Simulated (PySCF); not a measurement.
C₄H₈O₂, charge +1, doublet, geometry from GFN2-xTB (a state made from the parent by changing its charge; the spin is typed, not shown lowest); PBE/def2-SV(P) in PySCF.

Here is a job for PySCF.
```python
from pyscf import gto, scf, dft

mol = gto.M(
    atom='''
C     1.248381    0.566331    0.054906
C     0.951091   -0.880577    0.449678
O    -0.158291   -1.417232   -0.192638
C    -1.105630   -0.503052   -0.637749
C    -1.093843    0.817298    0.133165
O     0.158291    1.417232    0.192638
H     2.077646    0.996447    0.627594
H     1.557194    0.557127   -1.010086
H     1.797798   -1.550144    0.261476
H     0.764933   -0.888897    1.542808
H    -0.893584   -0.262962   -1.699375
H    -2.082467   -0.998583   -0.607913
H    -1.792978    1.552281   -0.281158
H    -1.428542    0.594732    1.166653
''',
    basis='def2-sv(p)',
    charge=1,
    spin=1,
    verbose=5,
)

mf = dft.UKS(mol)
mf.xc = 'pbe'
mf.kernel()
```

The log (banner, timings and long lists left out):

```
PySCF version 2.14.0

[INPUT] verbose = 5
[INPUT] max_memory = 4000
[INPUT] num. atoms = 14
[INPUT] num. electrons = 47
[INPUT] charge = 1
[INPUT] spin (= nelec alpha-beta = 2S) = 1
[INPUT] symmetry False subgroup None
[INPUT] Mole.unit = angstrom
[INPUT] Symbol           X                Y                Z      unit          X                Y                Z       unit  Magmom
[...]
[INPUT] ---------------- BASIS SET ----------------
[INPUT] l, kappa, [nprim/nctr], expnt,             c_1 c_2 ...
[INPUT] H
[...]
                                1.9622572         0.13796524
                                0.44453796        0.47831935
[...]
[INPUT] O
[...]
                                340.87010191      -0.03989003923
                                77.363135167      -0.17853911985
                                21.47964494       -0.46427684959
                                6.6589433124      -0.44309745172
[...]
                                3.863550544       0.23094120765
                                1.0480920883      0.51375311064
[...]
[INPUT] C
[...]
                                186.29004992      0.040638409211
                                42.251176346      0.18025593888
                                11.676557932      0.46315121755
                                3.5930506482      0.44087173314
[...]
                                2.0103545142      0.21117025112
                                0.54771004707     0.51328172114
[...]
nuclear repulsion = 265.661896368545
number of shells = 52
number of NR pGTOs = 176
number of NR cGTOs = 100
basis = def2-sv(p)
ecp = {}

******** <class 'pyscf.dft.uks.UKS'> ********
method = UKS
initial guess = minao
damping factor = 0
level_shift factor = 0
DIIS = <class 'pyscf.scf.diis.CDIIS'>
diis_start_cycle = 1
diis_space = 8
diis_damp = 0
SCF conv_tol = 1e-09
SCF conv_tol_grad = None
SCF max_cycles = 50
direct_scf = True
direct_scf_tol = 1e-13
number electrons alpha = 24  beta = 23
XC library pyscf.dft.libxc version 7.1.2
    S. Lehtola, C. Steigemann, M. J. T. Oliveira, and M. A. L. Marques,  SoftwareX 7, 1–5 (2018)
XC functionals = pbe
    J. P. Perdew, K. Burke, and M. Ernzerhof,  Phys. Rev. Lett. 77, 3865 (1996)
    J. P. Perdew, K. Burke, and M. Ernzerhof,  Phys. Rev. Lett. 78, 1396 (1997)
    J. P. Perdew, K. Burke, and M. Ernzerhof,  Phys. Rev. Lett. 77, 3865 (1996)
    J. P. Perdew, K. Burke, and M. Ernzerhof,  Phys. Rev. Lett. 78, 1396 (1997)
radial grids:
    Treutler-Ahlrichs [JCP 102, 346 (1995); DOI:10.1063/1.469408] (M4) radial grids

becke partition: Becke, JCP 88, 2547 (1988); DOI:10.1063/1.454033
pruning grids: <function nwchem_prune>
grids dens level: 3
symmetrized grids: False
atomic radii adjust function: <function treutler_atomic_radii_adjust>
small_rho_cutoff = 0
Set gradient conv threshold to 3.16228e-05
atom C rad-grids = 75, ang-grids = [ 50  50  50  50  50  50  50  50  50  50  50  50  50  50  50  50  50  50
  50  50  50  50  86  86  86  86  86  86  86  86  86  86 266 266 266 266
 266 266 302 302 302 302 302 302 302 302 302 302 302 302 302 302 302 302
 302 302 302 302 266 266 266 266 266 266 266 266 266 266 266 266 266 266
 266 266 266]
atom O rad-grids = 75, ang-grids = [ 50  50  50  50  50  50  50  50  50  50  50  50  50  50  50  50  50  50
  50  50  50  50  50  86  86  86  86  86  86  86  86  86 266 266 266 266
 266 266 266 302 302 302 302 302 302 302 302 302 302 302 302 302 302 302
 302 302 302 302 302 266 266 266 266 266 266 266 266 266 266 266 266 266
 266 266 266]
atom H rad-grids = 50, ang-grids = [ 50  50  50  50  50  50  50  50  50  50  50  50  50  50  50  86  86  86
  86 266 266 266 266 266 302 302 302 302 302 302 302 302 302 302 302 302
 302 266 266 266 266 266 266 266 266 266 266 266 266 266]
tot_boxes 3136, boxes in each direction [14 12 12]
Padding 4 grids
tot grids = 163104
nelec by numeric integration = [23.98658084 23.98658084]
E1 = -940.684844817726  E2 = 367.3416204824  Ecoul = 408.5152965125406  Exc = -41.173676030140626
[...]
multiplicity <S^2> = 0.75131136  2S+1 = 2.0013109
nelec by numeric integration = [24.00000343 23.00000415]
E1 = -932.7434199857933  E2 = 360.3649401671013  Ecoul = 401.52436086104484  Exc = -41.15942069394357
cycle= 10 E= -306.716583450147  delta_E= -5.81e-10  |g|= 8.87e-06  |ddm|= 5.09e-05
  alpha mo_energy =
[-1.90354346e+01 -1.90353970e+01 -1.01667821e+01 -1.01667736e+01
 -1.01667650e+01 -1.01667505e+01 -1.23096317e+00 -1.19711392e+00
 -9.43734020e-01 -8.60136116e-01 -8.58802788e-01 -7.12351227e-01
 -7.11323956e-01 -7.07327185e-01 -6.93403897e-01 -6.30633542e-01
 -6.13447432e-01 -5.95347147e-01 -5.78576530e-01 -5.71486392e-01
 -5.60285495e-01 -4.81076532e-01 -4.76020173e-01 -4.49658886e-01
 -1.65215043e-01 -1.47116028e-01 -1.25322639e-01 -1.06018022e-01
 -9.78304374e-02 -8.21958198e-02 -8.12112665e-02 -7.19214197e-02
 -6.68895236e-02 -6.53382490e-02 -6.48071090e-02 -1.89231720e-02
  4.70592694e-03  3.50277775e-02  1.80795253e-01  2.03908641e-01
  2.13662612e-01  2.25021313e-01  2.40636038e-01  2.43207926e-01
  2.55532338e-01  3.30976199e-01  3.34923878e-01  3.41897988e-01
  3.84083041e-01  3.94877077e-01  3.96378271e-01  4.07465407e-01
  4.13618995e-01  4.22276127e-01  4.46885357e-01  4.61434214e-01
  4.70748816e-01  4.85757442e-01  5.25649163e-01  6.40274345e-01
  6.71141556e-01  7.28042808e-01  8.15334078e-01  8.22256814e-01
  8.66303426e-01  1.04259206e+00  1.05294905e+00  1.11783460e+00
  1.12008163e+00  1.13973716e+00  1.28640504e+00  1.31449473e+00
  1.32353055e+00  1.40954336e+00  1.51568103e+00  1.56146796e+00
  1.57982544e+00  1.59751983e+00  1.63097918e+00  1.64319160e+00
  1.75721478e+00  1.77290245e+00  1.79578764e+00  1.80384444e+00
  1.85571378e+00  1.92581333e+00  1.92823479e+00  2.00327570e+00
  2.17502327e+00  2.19268086e+00  2.48622340e+00  2.50926047e+00
  2.55451826e+00  2.58570877e+00  2.62173078e+00  2.66859008e+00
  2.91509763e+00  3.01050995e+00  3.10736741e+00  3.12922742e+00]
  beta  mo_energy =
[-1.90285543e+01 -1.90285167e+01 -1.01662500e+01 -1.01662415e+01
 -1.01662337e+01 -1.01662198e+01 -1.22050791e+00 -1.18496048e+00
 -9.39886175e-01 -8.56141704e-01 -8.51675741e-01 -7.04935252e-01
 -7.01885849e-01 -7.00698350e-01 -6.90282516e-01 -6.12933756e-01
 -6.08894411e-01 -5.88874576e-01 -5.77170158e-01 -5.64198273e-01
 -5.49720122e-01 -4.75647839e-01 -4.50496296e-01 -4.24812301e-01
 -1.61470032e-01 -1.41749081e-01 -1.18846326e-01 -1.03959135e-01
 -9.28904121e-02 -7.99790877e-02 -7.98635798e-02 -6.92360070e-02
 -6.35540316e-02 -5.99195584e-02 -5.97111488e-02 -1.39886230e-02
  8.21059376e-03  3.91409144e-02  1.87711804e-01  2.07157372e-01
  2.17655187e-01  2.27265574e-01  2.44795623e-01  2.47873110e-01
  2.58761896e-01  3.36649576e-01  3.38575173e-01  3.45708737e-01
  3.93718419e-01  3.97764339e-01  3.99481362e-01  4.11725900e-01
  4.22391507e-01  4.27412193e-01  4.48766474e-01  4.66385653e-01
  4.72886228e-01  4.87034814e-01  5.29012694e-01  6.45775908e-01
  6.77357098e-01  7.44553200e-01  8.27158241e-01  8.29277529e-01
  8.71174827e-01  1.04905640e+00  1.06031630e+00  1.12091255e+00
  1.12463626e+00  1.14418163e+00  1.29469448e+00  1.32143569e+00
  1.33074346e+00  1.41337898e+00  1.51817990e+00  1.56542141e+00
  1.58390981e+00  1.60377783e+00  1.63434908e+00  1.64621605e+00
  1.75883895e+00  1.77900613e+00  1.79854556e+00  1.81016799e+00
  1.86504740e+00  1.93046941e+00  1.93153813e+00  2.00458634e+00
  2.17810519e+00  2.19773181e+00  2.50558119e+00  2.52834661e+00
  2.57380002e+00  2.60107410e+00  2.63557316e+00  2.68844239e+00
  2.92886531e+00  3.01912321e+00  3.11117934e+00  3.13311366e+00]
multiplicity <S^2> = 0.75131141  2S+1 = 2.001311
nelec by numeric integration = [24.00000343 23.00000415]
E1 = -932.7433425154197  E2 = 360.3648626967944  Ecoul = 401.52427559293625  Exc = -41.15941289614185
Extra cycle  E= -306.716583450081  delta_E= 6.66e-11  |g|= 1.62e-05  |ddm|= 2.4e-05
converged SCF energy = -306.716583450081  <S^2> = 0.75131141  2S+1 = 2.001311
```
